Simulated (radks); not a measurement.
Question: Radial electron density D(r) = 4 pi r^2 rho(r) of an atom or ion with 65 electrons. Method: scalar-relativistic Kohn-Sham, r2SCAN, spin-unpolarised, spherical densities, finite nucleus; meta-GGA in the generalised Kohn-Sham scheme; Fermi nuclear charge, rms radius of each element as measured or else 0.836 A^(1/3) + 0.57 fm; computed with a radial shooting solver on a logarithmic mesh with Libxc functionals.

```
   r/bohr * D(r) (the largest magnitude, 118, reaches the edge; | marks zero)
 0.004117 |                *
 0.004793 |                    *
 0.005625 |                       *
 0.006548 |                           *
 0.007623 |                               *
 0.008874 |                                  *
  0.01041 |                                     *
  0.01212 |                                       *
  0.01411 |                                        *
  0.01643 |                                        *
  0.01913 |                                       *
  0.02245 |                                     *
  0.02613 |                                    *
  0.03042 |                                    *
  0.03542 |                                      *
  0.04123 |                                          *
  0.04838 |                                                *
  0.05633 |                                                    *
  0.06557 |                                                      *
  0.07634 |                                                    *
  0.08887 |                                               *
   0.1043 |                                          *
   0.1214 |                                        *
   0.1413 |                                           *
   0.1645 |                                               *
   0.1916 |                                                *
   0.2248 |                                          *
   0.2617 |                                *
   0.3047 |                       *
   0.3547 |                    *
   0.4129 |                      *
   0.4845 |                         *
   0.5641 |                       *
   0.6567 |                  *
   0.7645 |             *
     0.89 |        *
    1.044 |      *
    1.216 |     *
    1.415 |   *
    1.648 |  *
    1.934 | *
    2.251 |*
    2.621 |*
    3.051 *
    3.552 *
    4.168 *
    4.852 *
    5.649 *
    6.576 *
    7.656 *
    8.984 *
    10.46 *
```

What is the nuclear charge?

Answer: Z = 66. The innermost maximum, from 1s, lies near gamma/Z bohr with gamma = sqrt(1 - (Z/c)^2) = 0.876, here 0.0133 bohr (found: 0.0146), and its height grows with Z. The density is that of the dysprosium ion Dy+ in [Xe] 4f10 6s1; the configuration itself is not fixed sharply by these data, and Z only to a few units. D(r) has 4 maxima, at r = 0.0146, 0.0651, 0.181, 0.496 bohr, and minima at 0.0279, 0.119, 0.355 bohr, inside which lie 1.93, 11.10, 29.49 electrons.
